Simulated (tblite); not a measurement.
Species: C5H7P2 (charge -1).
Cartesian coordinates in Å at the GFN2-xTB level; atoms count from 1:
```xyz
14
C5H7P2 angstrom
C     -2.168    0.395   -0.453
C     -1.371   -0.490    0.504
C      0.109   -0.293    0.317
P      1.015   -1.282   -0.792
C      2.511   -0.433   -0.507
C      2.488    0.605    0.383
P      0.965    0.977    1.146
H     -1.897    0.159   -1.481
H     -1.927    1.441   -0.268
H     -3.244    0.251   -0.326
H     -1.649   -0.243    1.535
H     -1.627   -1.539    0.321
H      3.417   -0.734   -1.024
H      3.375    1.185    0.622
```

Structure optimised with GFN2-xTB, isolated species.

Take the most abundant isotopes and a rigid rotor. The values belong to one conformer with, in the numbering `[CH3:1][CH2:2][c:3]1[p:4][cH:5][cH:6][p-:7]1`, C1–C2–C3–P4 -91°.

**Question.** Give the principal moments of inertia and the rotational constants in GHz.

**Answer.** Ia = 175.03, Ib = 311.26, Ic = 445.88 u·Å²; 505379 MHz·u·Å²/I gives 2887, 1624 and 1133 MHz, that is A = 2.8873, B = 1.6237, C = 1.1334 GHz.

**Question.** Classify the top.

**Answer.** An asymmetric top. Ray's parameter κ = (2B − A − C)/(A − C) = -0.441; −1 is the prolate and +1 the oblate limit.

**Question.** What does the inertial defect say?

**Answer.** Not planar: Δ = Ic − Ia − Ib = -40.41 u·Å². For a rigid frame Δ = −2 Σ m c², so Σ m c² = 20.21 u·Å² lies off the ab plane: 6.85 from hydrogen and 13.36 from heavier atoms. The atom farthest from that plane is 1.35 Å away.

**Question.** List the rotational levels J(Ka,Kc) to J = 5 (MHz).

**Answer.** Above 0(0,0):
J = 1: 1(0,1) 2757, 1(1,1) 4021, 1(1,0) 4511
J = 2: 2(0,2) 8154, 2(1,2) 9045, 2(1,1) 10515, 2(2,1) 14306, 2(2,0) 14424
J = 3: 3(0,3) 15995, 3(1,3) 16515, 3(1,2) 19438, 3(2,2) 22578, 3(2,1) 23125, 3(3,1) 30188, 3(3,0) 30206
J = 4: 4(0,4) 26115, 4(1,4) 26373, 4(1,3) 31153, 4(2,3) 33514, 4(2,2) 34968, 4(3,2) 41406, 4(3,1) 41529, 4(4,1) 51804, 4(4,0) 51806
J = 5: 5(0,5) 38455, 5(1,5) 38570, 5(1,4) 45467, 5(2,4) 47040, 5(2,3) 49922, 5(3,3) 55442, 5(3,2) 55898, 5(4,2) 65848, 5(4,1) 65869, 5(5,1) 79188, 5(5,0) 79188

Its GFN2-xTB frequencies are all real (lowest 34 cm⁻¹). These are rigid-rotor constants of the computed structure; measured ground-state constants (B0) also hold zero-point vibration.
